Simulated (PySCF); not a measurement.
These 2 structures share the formula [C8H12N]+ (charge +1). Level of theory: PBE0-D3(BJ)/def2-SVP geometry optimisation, gas phase in PySCF 2.14.0. Energies are electronic, without zero-point or thermal terms, for one conformer each. No frequencies were run at this level. Point groups hold within 0.08 Å.

Problem. Order them by energy at this level, lowest first, and give relative energies in kcal/mol.
A. `[CH3:1][CH2:2][c:3]1[cH:4][cH:5][cH:6][cH:7][n+:8]1[CH3:9]` (charge +1) with C1–C2–C3–C4 0°
B. 2,4,6-trimethylpyridinium (`Cc1cc(C)[nH+]c(C)c1`)

Solution. B (0.0), A (16.6).

As drawn, the lower has an N–H bond, which the higher lacks.

| SMILES | E (Eh) | E rel (kcal/mol) | dipole about centre of mass (D) | point group | A, B, C (MHz) |
| --- | --- | --- | --- | --- | --- |
| Cc1cc(C)[nH+]c(C)c1 | -365.95136 | 0.0 | 1.87 | – | 1846, 1711, 902.9 |
| CCc1cccc[n+]1C | -365.92493 | 16.6 | 1.99 | Cs | 2495, 1491, 950.0 |
